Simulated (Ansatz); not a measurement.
`CN([SiH2]O)[SiH2]O`. The species carries charge 0 and has multiplicity 1.

Cartesian coordinates in Å:
```
C 0.210 -1.750 -0.727
N -0.076 -0.420 -0.195
Si -1.030 -0.351 1.251
O -0.984 1.178 1.837
Si 0.518 0.977 -0.983
O 1.258 1.924 0.166
H 1.059 -1.720 -1.413
H 0.464 -2.445 0.081
H -0.643 -2.170 -1.273
H -2.462 -0.666 1.019
H -0.467 -1.368 2.183
H -0.130 1.615 1.741
H 1.481 0.514 -2.017
H -0.525 1.824 -1.624
H 1.327 2.857 -0.046
```

Q: Give the diagnostics of a CCSD(T)/def2-TZVPP run (frozen core, Ansatz). (Estimate.)

A: Ansatz gave: T1 = 0.0113, largest single amplitude 0.016, largest double 0.015, (T) share of the correlation energy 3.5 %, 9 CCSD cycles. The RHF solution is stable towards an unrestricted one. T1 lies under the customary mark of 0.02 for closed shells.
